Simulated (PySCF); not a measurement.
C3H6BClO, SMILES C=CCB(O)Cl. Atoms are numbered in the order given.

```xyz
12

B      0.0634    -0.2341     0.8070
C      0.0778    -1.0612    -0.5420
C      0.1651    -0.1620    -1.7471
C      1.1793    -0.1298    -2.6160
H     -0.8682    -1.6350    -0.5807
H      0.9021    -1.7956    -0.5527
H     -0.6729     0.5327    -1.8773
H      2.0402    -0.8006    -2.5217
H      1.1847     0.5672    -3.4581
Cl    -1.2308     0.9556     1.0867
O      0.9774    -0.3534     1.7903
H      1.6686    -0.9977     1.5894
```

The structure is a stationary point at B3LYP-D3(BJ)/def2-SVP. Other conformers were not sampled.

Computed with PySCF with PBE/pcSseg-1.

GIAO shieldings, no solvent; atoms listed in one row are averaged. δ = σ(ref) − σ: ¹¹B against BF3 (σ = 83.9 ppm); ¹³C against TMS (σ = 182.0 ppm); ¹H against TMS (σ = 31.49 ppm); ³⁵Cl against HCl (σ = 936.5 ppm); ¹⁷O against H2O (σ = 334.3 ppm), references at their B3LYP-D3(BJ)/def2-TZVP geometries, non-relativistic (without spin–orbit terms, shifts of atoms bonded to Cl or Br come out too high).

Computed chemical shifts:
```tsv
nucleus	atoms	count	δ (ppm)
¹¹B	B1	1	30.5
¹³C	C3	1	143.8
¹³C	C4	1	121.6
¹³C	C2	1	39.1
¹H	H7	1	6.46
¹H	H12	1	5.67
¹H	H8, H9	2	5.44
¹H	H5	1	2.64
¹H	H6	1	1.78
³⁵Cl	Cl10	1	156.6
¹⁷O	O11	1	195.7
```
